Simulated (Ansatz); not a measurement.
`C=C[SiH](Cl)Br` → `Cl[Si]Br` + ethylene at 298.15 K and 1 bar (silylene formation by 1,1-elimination).

Gas-phase electronic energies from Ansatz, PBE0-D4/def2-TZVP geometries. CCSD(T)/CBS adds triple-zeta CCSD(T) − MP2 to the extrapolated MP2 energy (def2 sets, frozen cores). This one scheme is used for every species. For Br outer-core shells are correlated without core-valence functions, which leaves a few kJ/mol of doubt a bond. Scalar relativity is left out up to krypton. Each species was taken in one conformer, which may not be the lowest.

```
         species  CCSD(T)/CBS energy (Eh)  H − E (kJ/mol)  S (J/(mol·K))
`C=C[SiH](Cl)Br`              -3400.77233           164.0          363.5
      `Cl[Si]Br`              -3322.23177            19.4          299.5
           `C=C`                -78.48111           144.6          218.9
```

H − E and S are ideal-gas, rigid-rotor, harmonic terms from PBE0-D4/def2-TZVP, for one conformer and one mirror image of each species. 1 Eh = 2625.50 kJ/mol, R = 8.31446 J/(mol·K).

**Question.** By hand: ΔE, ΔH, ΔS and ΔG.

**Answer.** ΔE = (-3322.23177) + (-78.48111) − (-3400.77233) = 0.05945 Eh = 156.1 kJ/mol. Δ(H − E) = 19.4 + 144.6 − 164.0 = 0.0, so ΔH = 156.1 kJ/mol. ΔS = 299.5 + 218.9 − 363.5 = 154.9 J/(mol·K). ΔG = 156.1 − 298.15 × (154.9)/1000 = 109.9 kJ/mol.

**Question.** By hand: the equilibrium constant, and the temperature at which ΔG would vanish if ΔH and ΔS stayed fixed.

**Answer.** log₁₀ K = −ΔG/(RT ln 10) = -19.3. ΔG = 0 at ΔH/ΔS = 1008 K.

The number of gas molecules changes by +1, which sets the sign of ΔS. A doubt of 5 kJ/mol in ΔE shifts log₁₀ K by 0.9 here. Other conformers and mirror images would add mixing entropy, several J/(mol·K) or more a flexible species. These are equilibria of isolated gas molecules and say nothing of rates. Largest T1 diagnostic: 0.011 (customary marks: 0.02 for closed shells, 0.045 for open ones).
